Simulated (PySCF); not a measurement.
Compound: C5H8N2O2.
Bonds: C1–C2 (double), C2–C3, C3–C4, C4–N5, C4–O6 (double), C2–N7, N7–C8, C8–O9 (double). Hydrogens: H10, H11 on C1; H12, H13 on C3; H14, H15 on N5; H16 on N7; H17 on C8.

The calculation used TDDFT PBE0/def2-SVPD, vertical, gas phase, core orbitals frozen in the response in PySCF. The structure is a single GFN2-xTB conformer in the gas phase; no vibrational or solvent corrections.

What does the calculation give for the low-lying excited states?

```tsv
state	E (eV)	λ (nm)	f	main configurations (H = HOMO, L = LUMO)
S1	5.23	236.9	0.081	H→L (70%), H-1→L (19%)
S2	5.45	227.6	0.0014	H-3→L (75%), H-2→L (15%)
S3	5.68	218.1	0.112	H→L+2 (34%), H→L (22%), H-1→L (13%)
S4	5.83	212.5	0.011	H-2→L (80%), H-3→L (12%)
S5	5.91	209.8	0.164	H-1→L (62%), H→L+2 (17%)
S6	5.95	208.3	0.019	H→L+1 (83%), H-1→L+1 (9%)
```

Triplets (Tamm–Dancoff): T1 3.64 eV, H→L (72%), H-1→L (18%); T2 4.99 eV, H-3→L (78%), H-3→L+2 (10%).

The lowest singlet lies at 5.23 eV (237 nm, ultraviolet) and is of moderate strength; its leading configuration is HOMO→LUMO (70%). The most intense listed level is S5 at 5.91 eV (210 nm, f = 0.164), 0.68 eV above S1. Löwdin shares by element: HOMO carbon 37% or more, oxygen 25% or more, nitrogen 9% or more (atoms not listed hold the other 29%); LUMO carbon 56% or more, oxygen 16% or more (atoms not listed hold the other 28%). Orbital energies (eV): HOMO-3 -8.37, HOMO-2 -7.71, HOMO-1 -7.54, HOMO -6.92, LUMO -0.94, LUMO+1 0.14, LUMO+2 0.40. Of the 6 states listed, 5 reach f = 0.01 and none stays under 0.0005. The oscillator strengths of these states sum to 0.388; summed over the whole spectrum of an exact calculation they would give the number of electrons, 68 (Thomas–Reiche–Kuhn). Singlets were solved by full linear response, triplets in the Tamm–Dancoff approximation.
